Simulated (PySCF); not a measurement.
# Mo²⁺: excitation energy

Mo²⁺ [Kr] 4d4 (5D) → Mo²⁺ [Kr] 4d3 5s1 (5F), as a difference of total energies. All numbers are calculated (PySCF 2.14, a scalar-relativistic core potential, in aug-cc-pVTZ-PP with ECP28MDF). Correlated levels: valence: 4s2 4p6 frozen. The calculations carry no spin-orbit coupling.

```json
{"method": "UHF", "excitation energy (cm⁻¹)": "31404"}
{"method": "MP2 (valence)", "excitation energy (cm⁻¹)": "32737"}
{"method": "SCS-MP2 (valence)", "excitation energy (cm⁻¹)": "31848"}
{"method": "CCSD (valence)", "excitation energy (cm⁻¹)": "32717"}
{"method": "CCSD(T) (valence)", "excitation energy (cm⁻¹)": "32719"}
```
